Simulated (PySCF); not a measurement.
CaCl, multiplicity 2. Atoms are numbered in the order given.

```xyz
2

Ca     0.0000     0.0000    -1.1247
Cl     0.0000     0.0000     1.3232
```
Charge 0, spin multiplicity 2.

Geometry optimised at B3LYP-D3(BJ)/def2-TZVPD. The spin state was assumed, not searched.

Method: M06-2X/def2-TZVPD (PySCF).

Computed frontier levels, dipole moment and polarisability:
The α spin, highest occupied and lowest empty level is -5.20 and -0.67 eV and the β spin, highest occupied and lowest empty level is -9.29 and -4.89 eV. The dipole moment is 0.944 e·Å and the mean static polarisability is 109.9 bohr³ (16.29 Å³). The polarisability, principal values is 103.5, 113.2, 113.2 bohr³. The ⟨S²⟩ is 0.751 (pure state 0.75).
